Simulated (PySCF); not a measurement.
C3H2ClF3, SMILES F/C=C(/Cl)C(F)F.

The structure is a stationary point at PBE-D3(BJ)/def2-SVP. The values are those of a single conformer.

These are PBE-D3(BJ)/def2-SVP in PySCF values and carry that method's errors.

Frequencies are harmonic and unscaled.

**Question.** Give all harmonic wavenumbers and intensities. (Estimate from the structure and the level; the computed values follow.)

**Answer.** 
| mode | ν (cm⁻¹) | IR (km/mol) | moving atoms (share of kinetic energy) |
|---|---|---|---|
| 1 | 34 | 0.7 | F 86 %, Cl 9 % |
| 2 | 186 | 0.1 | F 72 %, Cl 18 %, C 9 % |
| 3 | 200 | 0.0 | F 71 %, C 14 %, Cl 14 % |
| 4 | 269 | 3.2 | C 49 %, F 26 %, Cl 17 %, H 8 % |
| 5 | 294 | 4.4 | C 45 %, F 26 %, H 20 %, Cl 9 % |
| 6 | 380 | 10.1 | F 55 %, C 32 % |
| 7 | 450 | 0.3 | Cl 43 %, F 42 %, C 14 % |
| 8 | 524 | 5.4 | F 58 %, C 31 % |
| 9 | 621 | 13.4 | C 51 %, F 43 % |
| 10 | 841 | 6.3 | H 64 %, C 34 % |
| 11 | 891 | 38.5 | C 81 %, H 14 % |
| 12 | 994 | 102.5 | C 74 %, F 13 % |
| 13 | 1084 | 197.8 | C 59 %, F 32 %, H 9 % |
| 14 | 1115 | 30.8 | C 56 %, F 33 %, H 11 % |
| 15 | 1204 | 139.9 | C 38 %, H 33 %, F 29 % |
| 16 | 1292 | 2.9 | H 81 %, C 17 % |
| 17 | 1333 | 24.0 | H 84 %, C 15 % |
| 18 | 1367 | 70.8 | C 51 %, H 47 % |
| 19 | 1688 | 59.2 | C 95 % |
| 20 | 2967 | 36.8 | H 92 % |
| 21 | 3126 | 3.8 | H 91 %, C 9 % |
